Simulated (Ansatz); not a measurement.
Isomers of TiS3⁻ (doublet), relaxed with PBE0-D4/def2-SVPD; total energies from Ansatz at ωB97M-V/def2-TZVPD.

```tsv
isomer	description	energy (Eh)
A	point group not assigned; 3 × S–Ti 2.17 Å	-2044.12741
B	point group C2v; 3 × S–Ti 2.17 to 2.35 Å; 1 × S–S 2.16 Å	-2044.13744
```

The isomers come from a short search, and lower ones may exist.

Question: Work out the relative energies (1 Eh = 2625.5 kJ/mol) and the Boltzmann populations at 800 K from electronic energies alone (R = 8.314 J/mol/K).

Answer: ΔE: A 26.3, B 0.0 kJ/mol. RT = 6.65 kJ/mol. Factors exp(−ΔE/RT): A 0.0192, B 1; sum 1.019. Populations: A 1.9 %, B 98.1 %. Zero-point energy, vibrational entropy and symmetry numbers are left out and can shift these; an error of 4 kJ/mol changes a ratio by a factor of 1.8. Over the other density-functional and correlated levels in def2 sets, the gap between B and A ranges from -59 to 3 kJ/mol.
